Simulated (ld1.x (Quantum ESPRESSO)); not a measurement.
# Building the TM potential for sulfur (S) (LDA (PZ), scalar-relativistic).

The input file (ld1.x (Quantum ESPRESSO) 7.5):

```
&input
   title='S', zed=16., rel=1, dft='PZ', iswitch=3,
   config='[Ne] 3s1.75 3p4.25 3d-2',
   nld=3, rlderiv=1.50, eminld=-3.0, emaxld=5.0, deld=0.02
 /
 &inputp
   pseudotype=2, tm=.true., lloc=-1, rcloc=1.05,
   nlcc=.false.,
   file_pseudopw='S.UPF', file_wfcaegen='ae.wfc', file_wfcncgen='nc.wfc', file_beta='beta', file_chi='chi'
 /
3
3S  1  0   1.75   0.00  1.05  1.05  0.0
3P  2  1   4.25   0.00  1.30  1.30  0.0
3D  3  2  -2.00   0.10  1.35  1.35  0.0
 &test
   configts(1)='3s1.75 3p4.25'
 /
```

Command:

```bash
ld1.x < S.in > S.out
```

Resulting log (shortened: banner, matrices, multipoles, cross overlaps and the repeated all-electron block are left out):

```
Program LD1 v.7.5
     --------------------------- All-electron run ----------------------------

     S
     scalar relativistic calculation

     atomic number is 16.00
     dft =PZ   lsd =0 sic =0 latt =0  beta=0.20 tr2=1.0E-14
     Exchange-correlation= PZ
                           (   1   1   0   0   0   0   0)
     mesh =1151 r(mesh) =  99.72449 a.u. xmin = -7.00 dx = 0.01250
     1 Ry =  13.60569312 eV, c = 137.03599908

     n l     nl                  e(Ry)          e(Ha)          e(eV)
     1 0     1S 1( 2.00)      -176.2181       -88.1091     -2397.5700
     2 0     2S 1( 2.00)       -15.5192        -7.7596      -211.1494
     2 1     2P 1( 6.00)       -11.5294        -5.7647      -156.8660
     3 0     3S 1( 1.75)        -1.2831        -0.6416       -17.4579
     3 1     3P 1( 4.25)        -0.5330        -0.2665        -7.2512

     final scf error:  5.2E-15 reached in  27 iterations

     Etot =    -795.473949 Ry,    -397.736974 Ha,  -10822.974431 eV

     Ekin =     797.837617 Ry,     398.918808 Ha,   10855.133775 eV
     Encl =   -1898.805147 Ry,    -949.402574 Ha,  -25834.560133 eV
     Eh   =     353.888625 Ry,     176.944313 Ha,    4814.900033 eV
     Exc  =     -48.395043 Ry,     -24.197522 Ha,    -658.448107 eV

     normalization and overlap integrals

     s(1S/1S) =  1.000000  <r> =   0.0972  <r2> =    0.0127  r(max) =   0.0633
     s(2S/2S) =  1.000000  <r> =   0.4810  <r2> =    0.2755  r(max) =   0.3877
     s(2P/2P) =  1.000000  <r> =   0.4434  <r2> =    0.2460  r(max) =   0.3254
     s(3S/3S) =  1.000000  <r> =   1.6902  <r2> =    3.3318  r(max) =   1.4048
     s(3P/3P) =  1.000000  <r> =   2.0627  <r2> =    5.1324  r(max) =   1.5919

     ------------------------ End of All-electron run ------------------------

     --------------------- Generating NC pseudopotential ---------------------

      Generating local potential from pseudized AE potential:
      Matching radius rcloc =   1.0500

      Local pseudo, rcloc= 1.054 Estimated cut-off energy=    21.64 Ry

      Wfc   3S  rcut= 1.054  Using Troullier-Martins method

      Wfc   3P  rcut= 1.287  Using Troullier-Martins method

      Wfc   3D  rcut= 1.353  Using Troullier-Martins method

     ------------------- End of pseudopotential generation -------------------

     Computing logarithmic derivative in   1.50483
     Computing logarithmic derivative in   1.50483
     Computing the partial wave expansion
     R is outside the sphere for l=    0 j= 0.00
     R is outside the sphere for l=    1 j= 0.00
     R is outside the sphere for l=    2 j= 0.00

     ---------------------- Testing the pseudopotential ----------------------

     S
     scalar relativistic calculation

     atomic number is 16.00   valence charge is  6.00
     dft =PZ   lsd =0 sic =0 latt =0  beta=0.20 tr2=1.0E-14
     mesh =1151 r(mesh) =  99.72449 xmin = -7.00 dx = 0.01250

     n l     nl             e AE (Ry)        e PS (Ry)    De AE-PS (Ry)
     1 0     3S   1( 1.75)       -1.28313       -1.28312       -0.00001
     2 1     3P   1( 4.25)       -0.53295       -0.53295       -0.00001

     eps = 1.3E-15  iter =  4

     Etot =    -795.473949 Ry,    -397.736974 Ha,  -10822.974431 eV
     Etotps =   -19.978781 Ry,      -9.989390 Ha,    -271.825162 eV

     Ekin =       7.516887 Ry,       3.758444 Ha,     102.272458 eV
     Encl =     -44.556397 Ry,     -22.278199 Ha,    -606.220665 eV
     Ehrt =      16.705295 Ry,       8.352647 Ha,     227.287114 eV
     Ecxc =      -4.049411 Ry,      -2.024706 Ha,     -55.095045 eV
     Epseu=       4.404845 Ry,       2.202423 Ha,      59.930976 eV

     ---------------------- End of pseudopotential test ----------------------
```

Generation and configuration tests took about 3 s on one core of a shared server CPU.
